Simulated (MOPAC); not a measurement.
Input for MOPAC: PM7 on CH3ISn (SMILES [CH3][Sn][I]), a point of a torsion scan.

```
PM7 1SCF PRECISE CHARGE=0 THREADS=1
CH3ISn

C     -0.76028522 1    -0.01351311 1     0.02095829 1
Sn     1.05503077 1     1.33700397 1    -0.08223293 1
I      2.30797619 1     0.40844527 1     2.14087553 1
H     -0.93218498 1    -0.43535408 1     1.01240390 1
H     -1.67698224 1     0.50144822 1    -0.27740100 1
H     -0.64360382 1    -0.85812692 1    -0.66514012 1
```

Output:

```
*******************************************************************************
 **                                                                           **
 **                              MOPAC v23.2.5                                **
 **                                                                           **
 *******************************************************************************
 ** MOPAC's Digital Object Identifier: https://doi.org/10.5281/zenodo.6511958 **
 **                                                                           **
 ** Please cite the open-source release paper for use of this MOPAC version:  **
 ** J. E. Moussa and J. J. P. Stewart (2026)                                  **
 ** MOPAC: An open-source semiempirical molecular orbital program             **
 ** J. Open Source Softw., 11(119), 8025, https://doi.org/10.21105/joss.08025 **
 *******************************************************************************

                              PM7 CALCULATION RESULTS

 *******************************************************************************
 *  PM7        - The PM7 Hamiltonian to be used
 *
 *
 *
 *                 CHARGE ON SYSTEM = 0
 *
 *
 *
 *  PRECISE    - TIGHTER CRITERIA TO BE USED
 *  1SCF       - DO 1 SCF AND THEN STOP
 *  THREADS=1  - MULTI-THREADING NOT USED
 *  T=         - A TIME OF 172800.0 SECONDS REQUESTED
 *  DUMP=N     - RESTART FILE WRITTEN EVERY 7200.0 SECONDS REQUESTED
 *******************************************************************************
PM7 1SCF PRECISE CHARGE=0 THREADS=1
 CH3ISn

   ATOM   CHEMICAL          X               Y               Z
  NUMBER   SYMBOL      (ANGSTROMS)     (ANGSTROMS)     (ANGSTROMS)

     1       C         -0.76028522  *  -0.01351311  *   0.02095829  *
     2      Sn          1.05503077  *   1.33700397  *  -0.08223293  *
     3       I          2.30797619  *   0.40844527  *   2.14087553  *
     4       H         -0.93218498  *  -0.43535408  *   1.01240390  *
     5       H         -1.67698224  *   0.50144822  *  -0.27740100  *
     6       H         -0.64360382  *  -0.85812692  *  -0.66514012  *



          CARTESIAN COORDINATES

    NO.       ATOM           X           Y           Z

     1         C         -0.7603     -0.0135      0.0210
     2        Sn          1.0550      1.3370     -0.0822
     3         I          2.3080      0.4084      2.1409
     4         H         -0.9322     -0.4354      1.0124
     5         H         -1.6770      0.5014     -0.2774
     6         H         -0.6436     -0.8581     -0.6651

 General Reference for PM7:
 "Optimization of Parameters for Semiempirical Methods VI: More Modifications to the
 NDDO Approximations and Re-optimization of Parameters", J. J. P. Stewart, J. Mol. Mod., 1:32, 19 (2013)
 https://link.springer.com/article/10.1007/s00894-012-1667-x

           Empirical Formula: C H3 Sn I  =     6 atoms



      MOLECULAR POINT GROUP   :   C1


      RHF CALCULATION, NO. OF DOUBLY OCCUPIED LEVELS = 9


 -------------------------------------------------------------------------------
 PM7 1SCF PRECISE CHARGE=0 THREADS=1
 CH3ISn



     1SCF WAS SPECIFIED, SO BFGS WAS NOT USED
     SCF FIELD WAS ACHIEVED


                              PM7 CALCULATION
                                                       MOPAC v23.2.5 Linux




          FINAL HEAT OF FORMATION =         27.23110 KCAL/MOL =     113.93491 KJ/MOL


          COSMO AREA              =        133.87 SQUARE ANGSTROMS
          COSMO VOLUME            =        129.75 CUBIC ANGSTROMS

          IONIZATION POTENTIAL    =          9.077190 EV
          HOMO LUMO ENERGIES (EV) =         -9.077  0.983
          NO. OF FILLED LEVELS    =          9
          MOLECULAR WEIGHT        =        260.6292         POINT GROUP:  C1

          MOLECULAR DIMENSIONS (Angstroms)

            Atom       Atom       Distance
            H     5    I     3     4.66225
           Sn     2    H     4     2.66245
            H     5    H     6     1.57885


          SCF CALCULATIONS        =          1





   ATOM   CHEMICAL          X               Y               Z
  NUMBER   SYMBOL      (ANGSTROMS)     (ANGSTROMS)     (ANGSTROMS)

     1       C         -0.76028522  *  -0.01351311  *   0.02095829  *
     2      Sn          1.05503077  *   1.33700397  *  -0.08223293  *
     3       I          2.30797619  *   0.40844527  *   2.14087553  *
     4       H         -0.93218498  *  -0.43535408  *   1.01240390  *
     5       H         -1.67698224  *   0.50144822  *  -0.27740100  *
     6       H         -0.64360382  *  -0.85812692  *  -0.66514012  *

                             CARTESIAN COORDINATES

   1    C       -0.760285220    -0.013513110     0.020958290
   2   Sn        1.055030770     1.337003970    -0.082232930
   3    I        2.307976190     0.408445270     2.140875530
   4    H       -0.932184980    -0.435354080     1.012403900
   5    H       -1.676982240     0.501448220    -0.277401000
   6    H       -0.643603820    -0.858126920    -0.665140120


           Empirical Formula: C H3 Sn I  =     6 atoms



      MOLECULAR POINT GROUP   :   C1


                  EIGENVALUES
 -23.84329 -22.78437 -13.86168 -13.79259 -12.21415 -10.99611 -10.07500  -9.42361
  -9.07719   0.98314   1.73211   2.30512   5.65605   5.75092   7.23261 126.71601
 126.77240 126.84628 127.14508 127.15079


              NET ATOMIC CHARGES AND DIPOLE CONTRIBUTIONS

  ATOM NO.   TYPE          CHARGE      No. of ELECS.   s-Pop       p-Pop       d-Pop
    1          C          -0.800925        4.8009     1.07226     3.72867
    2         Sn           0.755265        3.2447     1.80038     1.44435
    3          I          -0.438484        7.4385     1.89744     5.53867     0.00237
    4          H           0.161322        0.8387     0.83868
    5          H           0.162517        0.8375     0.83748
    6          H           0.160304        0.8397     0.83970
 DIPOLE           X         Y         Z       TOTAL
 POINT-CHG.    -0.636     3.435    -4.832     5.963
 HYBRID        -1.882    -2.881     1.918     3.939
 SUM           -2.518     0.555    -2.914     3.891


          ATOMIC ORBITAL ELECTRON POPULATIONS

     Atom    s        px        py        pz      x^2-y^2     xz        z^2       yz        xy
    1  C   1.07226   1.28140   1.24894   1.19833
    2 Sn   1.80038   0.50896   0.47996   0.45543
    3  I   1.89744   1.89190   1.92957   1.71720   0.00031   0.00083   0.00052   0.00053   0.00017
    4  H   0.83868
    5  H   0.83748
    6  H   0.83970

 **********************
 *                    *
 * JOB ENDED NORMALLY *
 *                    *
 **********************




 == MOPAC DONE ==
```

The run finished.

Cost: roughly 0.010 core-seconds.
